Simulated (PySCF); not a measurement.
methyl 2-iodoprop-2-enoate (C₄H₅IO₂), SMILES C=C(I)C(=O)OC.

The structure is a stationary point at B3LYP-D3(BJ)/def2-SVP. The def2 effective core potentials stand for the cores of I; spin–orbit coupling is left out. Other conformers were not sampled.

Calculation: PBE/def2-TZVP (PySCF).

Symmetry labels are those of the subgroup Cs that the program uses (full group Cs).

Computed valence orbital energies around the gap with their symmetry:
| orbital | symmetry | energy (eV) |
|---|---|---|
| HOMO−7 | A" | -10.15 |
| HOMO−6 | A' | -9.15 |
| HOMO−5 | A' | -8.76 |
| HOMO−4 | A" | -7.96 |
| HOMO−3 | A" | -7.61 |
| HOMO−2 | A' | -6.99 |
| HOMO−1 | A' | -6.23 |
| HOMO | A" | -6.15 |
| LUMO | A" | -2.67 |
| LUMO+1 | A' | -1.92 |
| LUMO+2 | A" | 0.41 |
| LUMO+3 | A' | 0.68 |
